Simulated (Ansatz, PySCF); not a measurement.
Spin gap between two states, R1 and P1; the higher of the two is an excited state, each structure at its B3LYP-D3(BJ)/def2-TZVP stationary point, reached from a drawn start (curvature not checked).
R1, C4H4 (SMILES C1=CC=C1) (charge 0, multiplicity 1):
| atom | x (Å) | y (Å) | z (Å) |
|---|---|---|---|
| C | 0.6649 | 0.7882 | 0.0000 |
| C | 0.6649 | -0.7882 | 0.0000 |
| C | -0.6649 | 0.7882 | 0.0000 |
| C | -0.6649 | -0.7882 | 0.0000 |
| H | 1.4295 | 1.5502 | 0.0000 |
| H | 1.4295 | -1.5502 | 0.0000 |
| H | -1.4295 | 1.5502 | 0.0000 |
| H | -1.4295 | -1.5502 | 0.0000 |
P1, C4H4 (SMILES C1=CC=C1) (charge 0, multiplicity 3):
```xyz
8

C      0.71879     0.71879     0.00000
C      0.71879    -0.71879     0.00000
C     -0.71879     0.71879     0.00000
C     -0.71879    -0.71879     0.00000
H      1.48105     1.48120     0.00000
H      1.48105    -1.48120     0.00000
H     -1.48105     1.48120     0.00000
H     -1.48105    -1.48120     0.00000
```

P less R. No zero-point or thermal terms; singlets are restricted closed shells; open shells are unrestricted.

Cores are frozen in the correlated methods.

The values were computed with Ansatz (a first-principles code) with Gaussian orbitals; PySCF for the D3/D4 terms. All values are computed, each at the level named.

Problem. Give the spin gap at the level wB97X-V/def2-TZVPP.

Solution. 8.4 kcal/mol

Problem. Predict the spin gap from MP2/cc-pVDZ.

Solution. 8.2 kcal/mol

Problem. Estimate the spin gap that B2PLYP-D3(BJ)/def2-TZVPP returns for this input.

Solution. 7.5 kcal/mol
